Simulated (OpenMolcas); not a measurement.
Computed levels of 4f6 in ions with 60 electrons, in cm-1 above 7F0.

```
Program             : OpenMolcas
Method              : SS-CASPT2, IPEA 0.25 Eh, imaginary shift 0.1 Eh
Basis               : ANO-R3
Scalar Hamiltonian  : X2C, finite nucleus
Spin-orbit coupling : state interaction with AMFI integrals over the reference wave functions, term energies averaged over their components
```

Active space for each ion: 6 electrons in 7 orbitals (4f); closed shells correlated by CASPT2: 5s 5p.

```tsv
Level	Sm2+	Gd4+
7F1	360	543
7F2	982	1471
7F3	1766	2630
7F4	2640	3940
7F5	3570	5310
7F6	4510	6710
5D0(1)	13030	19320
5D1(1)	14360	21540
5D2(1)	16380	24710
```

Problem. Estimate 7F6, 5D0(1), 5D1(1) for Eu3+ from its neighbours Sm2+ and Gd4+.

Solution. 7F6 is fine structure, which grows about as the fourth power of a screened charge, so the fourth roots are averaged: ((4510^0.25 + 6710^0.25) / 2)^4 = 5528. The calculation gives 5530, so the estimate is off by 0 %.
5D0(1) is another term, which grows about linearly with the charge: (13030 + 19320) / 2 = 16175. The calculation gives 16870, so the estimate is off by -4.1 %.
5D1(1) is another term, which grows about linearly with the charge: (14360 + 21540) / 2 = 17950. The calculation gives 18610, so the estimate is off by -3.5 %.

Term energies are means over components that CASPT2 splits; among the terms shown or strongly mixed into the levels shown the widest spread is 79 cm-1 (4f6 7F, Sm2+). High states are left out of the spin-orbit mixing, which shifts the levels that they would mix with. Levels of configurations outside the active space are missing.

A number in round brackets counts repeated terms of one configuration in the order of the reference energies.
